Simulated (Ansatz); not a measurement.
Calculation: frozen-core CCSD(T)/def2-TZVPP // CAM-B3LYP-D3(BJ)/def2-TZVP run with Ansatz (a program for electronic structure).

Ansatz 0.2 input:
```yaml
crystal:
  periodic: [false, false, false]
  atoms:
    - { symbol: I, position_ang: [-1.882099, -0.300249, 0.000007] }
    - { symbol: B, position_ang: [-0.000193, 0.599414, -0.000001] }
    - { symbol: I, position_ang: [1.882292, -0.299165, -0.000006] }
basis:
  gaussian: { orbitals: def2-TZVPP }
correlation:
  method: ccsd_t
magnetization:
  spin_polarized: true
  initial_magnetization: 1
```

Output:

```
Functional definition: HF
1158 factors; integrals over basis functions are off by at most 9.5e-4 eV
mean field evaluation 1: about -16815.2227 eV, gradient 9.1e0 eV
mean field evaluation 2: about -16815.2309 eV, gradient 9.1e0 eV
mean field evaluation 4: about -16816.4483 eV, gradient 3.0e0 eV
mean field evaluation 8: about -16816.6821 eV, gradient 1.5e-1 eV
mean field evaluation 16: about -16816.4386 eV, gradient 3.0e0 eV
mean field evaluation 32: about -16815.0798 eV, gradient 6.1e-1 eV
mean field evaluation 64: about -16811.7353 eV, gradient 4.1e0 eV
mean field -16816.68209520 eV, -618.0016682422 hartree, gradient 5.7e-6 eV, S^2 0.761028; 3 other end points of the search recorded, 0 dependent functions left out
determinant -16816.68209520 eV, -618.0016682422 hartree, with singles and doubles -16844.22633431 eV, -619.0139003593 hartree
determinant -16815.09522330 eV, -617.9433517753 hartree, with singles and doubles -16842.72889012 eV, -618.9588703002 hartree
9 core orbitals not correlated
reference -16816.68209520 eV, -618.0016682422 hartree; 19, 18 occupied and 103, 104 virtual orbitals, 1158 factors
second order -29.01961657 eV of doubles, -0.00000000 eV of singles
cycle   1  -27.54668106 eV  change   -2.4e-3 eV  update   1.4e-3
cycle   2  -27.54653898 eV  change    1.4e-4 eV  update   9.7e-4
cycle   3  -27.54636975 eV  change    1.7e-4 eV  update   4.4e-4
cycle   4  -27.54699790 eV  change   -6.3e-4 eV  update   1.7e-4
cycle   5  -27.54698638 eV  change    1.2e-5 eV  update   4.8e-5
cycle   6  -27.54701218 eV  change   -2.6e-5 eV  update   2.2e-5
perturbative correction -0.73874205 eV, -0.0271482695 hartree
Total energy: -16844.96784943 eV, -619.0411505373 hartree
```

Cost: roughly 2.5 core-minutes.
